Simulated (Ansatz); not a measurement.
SiNH4F3, closed shell: a trajectory.

The input file, in.yaml:

```yaml
crystal:
  periodic: [false, false, false]
  atoms:
    - {symbol: Si, position_ang: [-0.623058, 0.368267, -0.370324]}
    - {symbol: N, position_ang: [0.828091, -0.085745, 0.618661]}
    - {symbol: F, position_ang: [-0.225229, 0.383848, -1.900655]}
    - {symbol: F, position_ang: [-0.690819, 1.944753, -0.053764]}
    - {symbol: H, position_ang: [-1.948225, -0.069577, 0.062039]}
    - {symbol: H, position_ang: [0.521558, -1.227266, 0.200889]}
    - {symbol: F, position_ang: [-0.304420, -1.715046, -0.458091]}
    - {symbol: H, position_ang: [0.746506, 0.080922, 1.614040]}
    - {symbol: H, position_ang: [1.695595, 0.319846, 0.287204]}
basis:
  gaussian: {orbitals: def2-SVP}
hamiltonian: {xc: pbe0, dispersion: d4}
md: {n_steps: 80, timestep: 0.75, temperature: 700, ensemble: nve, seed: 290, initial_velocities: maxwell_boltzmann}
```

Command:

```bash
ansatz run in.yaml --threads 4 --pin off --events-out ev --progress --plain --max-ram 9574MiB
```

What Ansatz 0.2.0 printed:

```
Functional definition: PBE0
  name "PBE0"
  cite "Adamo & Barone, J. Chem. Phys. 110, 6158 (1999) doi:10.1063/1.478522"
  cite "Perdew, Burke & Ernzerhof, Phys. Rev. Lett. 77, 3865 (1996) doi:10.1103/PhysRevLett.77.3865"
  parent pbe
  parameter a = 0.25
  parameter kappa = 0.804
  parameter beta = 0.06672455060314922
  exchange = (1 - a)*pbe_x(kappa = kappa, mu = beta*pi^2/3) + a*exact_x
  correlation = pbe_c(beta = beta)
963 factors; integrals over basis functions are off by at most 4.1e-4 eV
mean field evaluation 1: about -17558.6769 eV, gradient 5.9e1 eV
mean field evaluation 2: about -17555.5939 eV, gradient 7.4e1 eV
mean field evaluation 4: about -17564.4322 eV, gradient 2.0e0 eV
mean field evaluation 8: about -17564.4516 eV, gradient 1.4e-1 eV
mean field -17564.45159051 eV, -645.4816903384 hartree, gradient 5.6e-5 eV, S^2 0.000000; 0 other end points of the search recorded, 0 dependent functions left out
the calculation of the forces begins
reference -17564.45161140 eV, -645.4816911062 hartree; 26, 26 occupied and 68, 68 virtual orbitals, 963 factors
md step     0: t =     0.00 fs  T =   700.0 K  F+E_penalty+E_count = -17564.57676808 eV  E_kin = 0.633374 eV  conserved = -17563.94339409 eV  (24 SCF iters)
md step     1: t =     0.75 fs  T =   644.7 K  F+E_penalty+E_count = -17564.52471155 eV  E_kin = 0.583313 eV  conserved = -17563.94139819 eV  (28 SCF iters, 3 dispersion substeps)
md step     2: t =     1.50 fs  T =   542.6 K  F+E_penalty+E_count = -17564.42742557 eV  E_kin = 0.490924 eV  conserved = -17563.93650121 eV  (29 SCF iters, 3 dispersion substeps)
md step     3: t =     2.25 fs  T =   466.0 K  F+E_penalty+E_count = -17564.35660045 eV  E_kin = 0.421646 eV  conserved = -17563.93495420 eV  (28 SCF iters, 3 dispersion substeps)
md step     4: t =     3.00 fs  T =   439.1 K  F+E_penalty+E_count = -17564.33534785 eV  E_kin = 0.397308 eV  conserved = -17563.93803984 eV  (29 SCF iters, 3 dispersion substeps)
md step     5: t =     3.75 fs  T =   420.7 K  F+E_penalty+E_count = -17564.32069104 eV  E_kin = 0.380701 eV  conserved = -17563.93998964 eV  (28 SCF iters, 3 dispersion substeps)
md step     6: t =     4.50 fs  T =   377.9 K  F+E_penalty+E_count = -17564.28061473 eV  E_kin = 0.341901 eV  conserved = -17563.93871359 eV  (28 SCF iters, 3 dispersion substeps)
md step     7: t =     5.25 fs  T =   323.8 K  F+E_penalty+E_count = -17564.22945752 eV  E_kin = 0.293007 eV  conserved = -17563.93645062 eV  (28 SCF iters, 3 dispersion substeps)
md step     8: t =     6.00 fs  T =   292.4 K  F+E_penalty+E_count = -17564.19971040 eV  E_kin = 0.264553 eV  conserved = -17563.93515720 eV  (28 SCF iters, 3 dispersion substeps)
md step     9: t =     6.75 fs  T =   305.0 K  F+E_penalty+E_count = -17564.21137141 eV  E_kin = 0.275944 eV  conserved = -17563.93542764 eV  (28 SCF iters, 3 dispersion substeps)
md step    10: t =     7.50 fs  T =   357.4 K  F+E_penalty+E_count = -17564.26057212 eV  E_kin = 0.323426 eV  conserved = -17563.93714615 eV  (28 SCF iters, 3 dispersion substeps)
md step    11: t =     8.25 fs  T =   421.2 K  F+E_penalty+E_count = -17564.32083639 eV  E_kin = 0.381092 eV  conserved = -17563.93974459 eV  (28 SCF iters, 3 dispersion substeps)
md step    12: t =     9.00 fs  T =   454.8 K  F+E_penalty+E_count = -17564.35331015 eV  E_kin = 0.411529 eV  conserved = -17563.94178077 eV  (29 SCF iters, 3 dispersion substeps)
md step    13: t =     9.75 fs  T =   431.3 K  F+E_penalty+E_count = -17564.33100265 eV  E_kin = 0.390206 eV  conserved = -17563.94079666 eV  (28 SCF iters, 3 dispersion substeps)
md step    14: t =    10.50 fs  T =   373.6 K  F+E_penalty+E_count = -17564.27420663 eV  E_kin = 0.337999 eV  conserved = -17563.93620789 eV  (28 SCF iters, 3 dispersion substeps)
md step    15: t =    11.25 fs  T =   351.7 K  F+E_penalty+E_count = -17564.25169276 eV  E_kin = 0.318264 eV  conserved = -17563.93342881 eV  (29 SCF iters, 3 dispersion substeps)
md step    16: t =    12.00 fs  T =   403.8 K  F+E_penalty+E_count = -17564.30226603 eV  E_kin = 0.365397 eV  conserved = -17563.93686921 eV  (28 SCF iters, 3 dispersion substeps)
[...]
md step    48: t =    36.00 fs  T =   734.0 K  F+E_penalty+E_count = -17564.60087163 eV  E_kin = 0.664158 eV  conserved = -17563.93671352 eV  (29 SCF iters, 3 dispersion substeps)
md step    49: t =    36.75 fs  T =   754.8 K  F+E_penalty+E_count = -17564.62010672 eV  E_kin = 0.682922 eV  conserved = -17563.93718470 eV  (29 SCF iters, 3 dispersion substeps)
md step    50: t =    37.50 fs  T =   811.5 K  F+E_penalty+E_count = -17564.67227238 eV  E_kin = 0.734304 eV  conserved = -17563.93796842 eV  (29 SCF iters, 3 dispersion substeps)
md step    51: t =    38.25 fs  T =   895.6 K  F+E_penalty+E_count = -17564.74869219 eV  E_kin = 0.810399 eV  conserved = -17563.93829342 eV  (28 SCF iters, 3 dispersion substeps)
md step    52: t =    39.00 fs  T =  1000.0 K  F+E_penalty+E_count = -17564.84501628 eV  E_kin = 0.904820 eV  conserved = -17563.94019665 eV  (29 SCF iters, 3 dispersion substeps)
md step    53: t =    39.75 fs  T =  1092.7 K  F+E_penalty+E_count = -17564.93363753 eV  E_kin = 0.988711 eV  conserved = -17563.94492657 eV  (28 SCF iters, 3 dispersion substeps)
md step    54: t =    40.50 fs  T =  1120.4 K  F+E_penalty+E_count = -17564.95815859 eV  E_kin = 1.013724 eV  conserved = -17563.94443459 eV  (29 SCF iters, 3 dispersion substeps)
md step    55: t =    41.25 fs  T =  1112.0 K  F+E_penalty+E_count = -17564.94142702 eV  E_kin = 1.006195 eV  conserved = -17563.93523175 eV  (26 SCF iters, 3 dispersion substeps)
md step    56: t =    42.00 fs  T =  1184.8 K  F+E_penalty+E_count = -17565.00733530 eV  E_kin = 1.072071 eV  conserved = -17563.93526437 eV  (28 SCF iters, 3 dispersion substeps)
md step    57: t =    42.75 fs  T =  1335.0 K  F+E_penalty+E_count = -17565.15297464 eV  E_kin = 1.207970 eV  conserved = -17563.94500490 eV  (28 SCF iters, 3 dispersion substeps)
md step    58: t =    43.50 fs  T =  1429.5 K  F+E_penalty+E_count = -17565.24081003 eV  E_kin = 1.293411 eV  conserved = -17563.94739905 eV  (28 SCF iters, 3 dispersion substeps)
md step    59: t =    44.25 fs  T =  1411.6 K  F+E_penalty+E_count = -17565.22037578 eV  E_kin = 1.277259 eV  conserved = -17563.94311628 eV  (28 SCF iters, 3 dispersion substeps)
md step    60: t =    45.00 fs  T =  1331.7 K  F+E_penalty+E_count = -17565.14389130 eV  E_kin = 1.204930 eV  conserved = -17563.93896133 eV  (29 SCF iters, 3 dispersion substeps)
md step    61: t =    45.75 fs  T =  1254.8 K  F+E_penalty+E_count = -17565.07269031 eV  E_kin = 1.135392 eV  conserved = -17563.93729866 eV  (28 SCF iters, 3 dispersion substeps)
md step    62: t =    46.50 fs  T =  1213.0 K  F+E_penalty+E_count = -17565.03508784 eV  E_kin = 1.097582 eV  conserved = -17563.93750555 eV  (28 SCF iters, 3 dispersion substeps)
md step    63: t =    47.25 fs  T =  1208.5 K  F+E_penalty+E_count = -17565.03171897 eV  E_kin = 1.093462 eV  conserved = -17563.93825741 eV  (28 SCF iters, 3 dispersion substeps)
md step    64: t =    48.00 fs  T =  1230.0 K  F+E_penalty+E_count = -17565.05280820 eV  E_kin = 1.112971 eV  conserved = -17563.93983768 eV  (29 SCF iters, 3 dispersion substeps)
md step    65: t =    48.75 fs  T =  1246.9 K  F+E_penalty+E_count = -17565.07279015 eV  E_kin = 1.128229 eV  conserved = -17563.94456118 eV  (29 SCF iters, 3 dispersion substeps)
md step    66: t =    49.50 fs  T =  1189.3 K  F+E_penalty+E_count = -17565.02554669 eV  E_kin = 1.076129 eV  conserved = -17563.94941731 eV  (29 SCF iters, 3 dispersion substeps)
md step    67: t =    50.25 fs  T =  1012.9 K  F+E_penalty+E_count = -17564.85989318 eV  E_kin = 0.916462 eV  conserved = -17563.94343106 eV  (28 SCF iters, 3 dispersion substeps)
md step    68: t =    51.00 fs  T =   822.2 K  F+E_penalty+E_count = -17564.67613395 eV  E_kin = 0.743954 eV  conserved = -17563.93217992 eV  (28 SCF iters, 3 dispersion substeps)
md step    69: t =    51.75 fs  T =   763.1 K  F+E_penalty+E_count = -17564.62700555 eV  E_kin = 0.690430 eV  conserved = -17563.93657573 eV  (28 SCF iters, 3 dispersion substeps)
md step    70: t =    52.50 fs  T =   787.7 K  F+E_penalty+E_count = -17564.65782022 eV  E_kin = 0.712710 eV  conserved = -17563.94511067 eV  (28 SCF iters, 3 dispersion substeps)
md step    71: t =    53.25 fs  T =   769.8 K  F+E_penalty+E_count = -17564.64048895 eV  E_kin = 0.696488 eV  conserved = -17563.94400099 eV  (29 SCF iters, 3 dispersion substeps)
md step    72: t =    54.00 fs  T =   698.8 K  F+E_penalty+E_count = -17564.57134384 eV  E_kin = 0.632308 eV  conserved = -17563.93903595 eV  (28 SCF iters, 3 dispersion substeps)
md step    73: t =    54.75 fs  T =   640.2 K  F+E_penalty+E_count = -17564.51509125 eV  E_kin = 0.579288 eV  conserved = -17563.93580372 eV  (28 SCF iters, 3 dispersion substeps)
md step    74: t =    55.50 fs  T =   646.8 K  F+E_penalty+E_count = -17564.52023951 eV  E_kin = 0.585218 eV  conserved = -17563.93502181 eV  (26 SCF iters, 3 dispersion substeps)
md step    75: t =    56.25 fs  T =   734.7 K  F+E_penalty+E_count = -17564.60054927 eV  E_kin = 0.664791 eV  conserved = -17563.93575871 eV  (28 SCF iters, 3 dispersion substeps)
md step    76: t =    57.00 fs  T =   891.7 K  F+E_penalty+E_count = -17564.74475258 eV  E_kin = 0.806819 eV  conserved = -17563.93793374 eV  (29 SCF iters, 3 dispersion substeps)
md step    77: t =    57.75 fs  T =  1075.9 K  F+E_penalty+E_count = -17564.91646553 eV  E_kin = 0.973497 eV  conserved = -17563.94296882 eV  (27 SCF iters, 3 dispersion substeps)
md step    78: t =    58.50 fs  T =  1203.3 K  F+E_penalty+E_count = -17565.03857527 eV  E_kin = 1.088745 eV  conserved = -17563.94983008 eV  (27 SCF iters, 3 dispersion substeps)
md step    79: t =    59.25 fs  T =  1184.1 K  F+E_penalty+E_count = -17565.02102393 eV  E_kin = 1.071394 eV  conserved = -17563.94962970 eV  (27 SCF iters, 3 dispersion substeps)
md step    80: t =    60.00 fs  T =  1051.9 K  F+E_penalty+E_count = -17564.88862965 eV  E_kin = 0.951787 eV  conserved = -17563.93684240 eV  (26 SCF iters, 3 dispersion substeps)
Total energy: -17564.88865132 eV, -645.4977520269 hartree
Atom 0 at    -0.664038     0.140937    -0.421389 Å, force    -0.943488     0.976938     0.000538 eV/Å
Atom 1 at     0.960262     0.132162     0.937326 Å, force    -4.171797     1.910518    -0.149595 eV/Å
Atom 2 at    -0.332836     0.415157    -2.033837 Å, force    -0.295500     0.038876     1.061123 eV/Å
Atom 3 at    -0.489344     1.723442    -0.033014 Å, force    -0.021230     0.962916    -0.014088 eV/Å
Atom 4 at    -2.036172     0.017504     0.317584 Å, force     0.950978     0.137655    -0.763543 eV/Å
Atom 5 at     1.628018    -0.517199     0.888924 Å, force     3.774999    -3.596637    -0.815277 eV/Å
Atom 6 at    -0.459376    -1.427367    -0.592606 Å, force     0.534995    -1.896599     0.124671 eV/Å
Atom 7 at     0.584230     0.014871     1.876597 Å, force    -0.198874     0.693756     0.104159 eV/Å
Atom 8 at     1.295893     1.053661     0.730085 Å, force     0.369918     0.772577     0.452010 eV/Å
Dipole moment:     0.740251    -0.064466     0.958717 e Å

[the SCF lines of later steps are left out]
```

The lines “mean field evaluation” count trial sets of orbitals through the whole run, from several starts and some on an approximate energy, so they need not fall steadily or lie above the final value.

The run took about 91 s on 4 CPU threads of an Intel Xeon Platinum 8488C (shared host).
